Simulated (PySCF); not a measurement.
Species: sum formula BNH2Br2, charge 0, multiplicity 1. 
Geometry from a B3LYP-D3(BJ)/def2-TZVP (Ansatz) optimisation:
SMILES: NB(Br)Br
```xyz
6

N     -1.9513    -0.5470     0.0808
B     -0.6219    -0.1743     0.0257
Br     0.6858    -1.3636    -0.7605
Br    -0.0655     1.5375     0.7348
H     -2.2804    -1.4285    -0.2770
H     -2.6616     0.0432     0.4816
```
Charge 0, spin multiplicity 1.

Dispersion corrections to the total energy (kcal/mol) from the dftd3 and dftd4 libraries through PySCF: D3(BJ) without and D4 with the three-body term, each with the damping fitted for the functional named.

```json
[
 {"functional": "CAM-B3LYP", "D3(BJ)": "-3.18", "D4": "-3.23"},
 {"functional": "revPBE", "D3(BJ)": "?", "D4": "-10.23"},
 {"functional": "PW6B95", "D3(BJ)": "-2.22", "D4": "-3.04"},
 {"functional": "HF", "D3(BJ)": "-26.36", "D4": "?"},
 {"functional": "PBE0", "D3(BJ)": "-3.19", "D4": "-3.13"},
 {"functional": "PBE", "D3(BJ)": "-3.48", "D4": "-3.69"},
 {"functional": "B3LYP", "D3(BJ)": "-6.68", "D4": "?"}
]
```

**Question.** Complete the blanks.

**Answer.** 
- revPBE, D3(BJ): -8.46
- HF, D4: -12.50
- B3LYP, D4: -6.12
